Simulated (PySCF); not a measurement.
## Atomic charges against the basis set

C₂H₆B₂ClN.
Z-matrix (Å and degrees, PBE0-D3(BJ)/def2-SVP geometry), rows numbered from 1:
```
C 
C   1  1.3267
Cl  2  1.7891  1  121.18
B   2  1.5518  1  144.90  3  -177.22
B   4  1.6916  2  120.22  1    87.92
N   5  1.3901  4  123.65  2    71.98
H   1  1.0921  2  122.54  3    -0.73
H   1  1.0932  2  118.95  3   179.51
H   4  1.2128  2  116.42  1   -94.39
H   5  1.2177  4  118.90  2  -107.37
H   6  1.0127  5  122.67  4    -0.68
H   6  1.0118  5  123.52  4  -179.46
```

PBE0 throughout (PySCF), one geometry, spherical d and f functions. Isolated species at its PBE0-D3(BJ)/def2-SVP geometry (one conformer only). The first 7 of 11 kinds of atom are listed.

Mulliken charges (e):

| basis | functions | C1 | C2 | Cl3 | B4 | B5 | N6 | H7 |
| --- | --- | --- | --- | --- | --- | --- | --- | --- |
| STO-3G | 40 | -0.183 | -0.053 | -0.126 | +0.133 | +0.142 | -0.448 | +0.099 |
| 6-31G | 70 | -0.350 | -0.358 | +0.050 | +0.168 | +0.314 | -0.829 | +0.185 |
| pcSseg-0 | 70 | -0.365 | -0.531 | +0.013 | +0.179 | +0.261 | -0.811 | +0.239 |
| 6-31G* | 100 | -0.417 | -0.108 | -0.035 | +0.045 | +0.179 | -0.761 | +0.194 |
| cc-pVDZ | 118 | -0.034 | -0.165 | -0.077 | +0.081 | -0.109 | +0.004 | +0.058 |
| def2-SVP | 118 | -0.078 | -0.084 | -0.115 | +0.071 | -0.093 | -0.095 | +0.065 |
| aug-cc-pVDZ | 196 | +0.998 | -0.151 | -0.273 | -0.836 | -0.169 | -0.013 | -0.326 |
| 6-311+G(2d,p) | 206 | -0.629 | +0.453 | -0.052 | -0.184 | +0.242 | -0.590 | +0.140 |
| def2-TZVP | 228 | -0.341 | +0.122 | -0.111 | -0.076 | +0.033 | -0.448 | +0.146 |
| cc-pVTZ | 268 | -0.284 | +0.053 | -0.108 | +0.012 | -0.069 | -0.211 | +0.130 |
| IGLO-III | 279 | -0.320 | +0.042 | -0.019 | +0.009 | +0.259 | -0.496 | +0.110 |
| pcSseg-2 | 307 | -0.112 | -0.165 | -0.130 | +0.181 | +0.293 | -0.453 | +0.073 |

IAO charges (e):

```
        basis  functions      C1      C2     Cl3      B4      B5      N6      H7
       STO-3G         40  -0.282  -0.104  -0.019  +0.029  +0.020  -0.433  +0.149
        6-31G         70  -0.339  -0.064  -0.029  +0.003  +0.001  -0.509  +0.169
     pcSseg-0         70  -0.325  -0.069  -0.019  -0.005  -0.022  -0.466  +0.164
       6-31G*        100  -0.331  -0.064  -0.022  +0.009  +0.012  -0.505  +0.163
      cc-pVDZ        118  -0.341  -0.053  -0.018  +0.001  -0.009  -0.493  +0.164
     def2-SVP        118  -0.333  -0.056  -0.009  +0.002  -0.008  -0.484  +0.159
  aug-cc-pVDZ        196  -0.353  -0.053  -0.018  +0.002  -0.003  -0.519  +0.169
6-311+G(2d,p)        206  -0.352  -0.059  -0.013  +0.002   0.000  -0.523  +0.169
    def2-TZVP        228  -0.351  -0.059  -0.011  +0.002  +0.001  -0.522  +0.168
      cc-pVTZ        268  -0.351  -0.057  -0.014  +0.002   0.000  -0.519  +0.169
     IGLO-III        279  -0.354  -0.060  -0.007  +0.001  +0.001  -0.525  +0.169
     pcSseg-2        307  -0.351  -0.059  -0.012  +0.002  +0.003  -0.524  +0.169
```

Question: Which scheme is steadiest as the basis changes?

Answer: Largest range over the bases for any column: IAO 0.09 e, Mulliken 1.63 e. IAO charges move least and Mulliken charges most, counted in e. Without the minimal STO-3G basis the ranges are IAO 0.06, Mulliken 1.63 e.

Question: How much do the charges still move between the two largest bases, IGLO-III and pcSseg-2?

Answer: At most, over all atoms: Mulliken 0.207 e, IAO 0.005 e.

Question: What do the same runs give for the total energy, the frontier levels and the dipole moment?

Answer: 
| basis | energy (Eh) | HOMO (eV) | LUMO (eV) | μ (D) |
| --- | --- | --- | --- | --- |
| STO-3G | -636.8115 | -5.46 | 1.64 | 1.59 |
| 6-31G | -643.9961 | -7.06 | -1.08 | 1.52 |
| pcSseg-0 | -643.1507 | -7.33 | -1.30 | 1.50 |
| 6-31G* | -644.0491 | -6.99 | -1.03 | 1.50 |
| cc-pVDZ | -644.0942 | -7.08 | -1.18 | 1.53 |
| def2-SVP | -643.8005 | -7.11 | -1.14 | 1.53 |
| aug-cc-pVDZ | -644.1094 | -7.22 | -1.42 | 1.29 |
| 6-311+G(2d,p) | -644.1456 | -7.24 | -1.43 | 1.32 |
| def2-TZVP | -644.1601 | -7.21 | -1.34 | 1.35 |
| cc-pVTZ | -644.1637 | -7.20 | -1.32 | 1.38 |
| IGLO-III | -644.1620 | -7.21 | -1.36 | 1.33 |
| pcSseg-2 | -644.1709 | -7.24 | -1.39 | 1.34 |

The dipole is fixed by the density alone, so its range of 0.30 D shows that the density itself changes with the basis, not only its division among atoms.
